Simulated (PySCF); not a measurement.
A GIAO shielding run with PySCF 2.14.0 with density-fitted response routines (density fitting, non-relativistic, gas phase) on `[SiH3][SiH2]O[SiH2]CC1CC1`, C4H14OSi3:

```
$ OMP_NUM_THREADS=1 python probes_run.py task.json out

{"job": {"kind": "nmr", "xc": "PBE0", "basis": "pcSseg-1"}, "charge": 0, "multiplicity": 1}
Si     3.874801     1.264989     0.549414
Si     3.227747    -0.939792     0.414801
O      1.609869    -0.894539     0.258293
Si     0.071058    -1.335332     0.025846
C     -0.984204     0.213155     0.334127
C     -2.456103    -0.073578     0.182109
C     -3.404570     1.009865    -0.234369
C     -3.069657    -0.103329    -1.182892
H      3.717724     2.015058    -0.704400
H      5.295956     1.369658     0.903596
H      3.151218     2.050399     1.558396
H      3.489057    -1.767918     1.599417
H      3.728340    -1.691908    -0.743896
H     -0.239388    -2.400695     0.981046
H     -0.040889    -1.811902    -1.353392
H     -0.700476     1.004835    -0.362418
H     -0.795990     0.602670     1.338175
H     -2.831341    -0.798700     0.894775
H     -2.998401     1.989314    -0.438277
H     -4.392228     1.034122     0.201225
H     -2.434618     0.123203    -2.025932
H     -3.828316    -0.840190    -1.398845
```

Hardware: 1 thread of an Intel Xeon, shared host. The job also computes population analyses, field gradients, ring-centre shieldings.

Question: How large is the calculation?

Answer: 88 electrons, 227 basis functions and 1248 auxiliary functions.

Question: How long does it take, and how much memory does it need?

Answer: 120 s of wall time, with 13 SCF cycles and 4 response iterations; peak memory 1.1 GiB. Times on a shared host scatter by some tens of per cent.
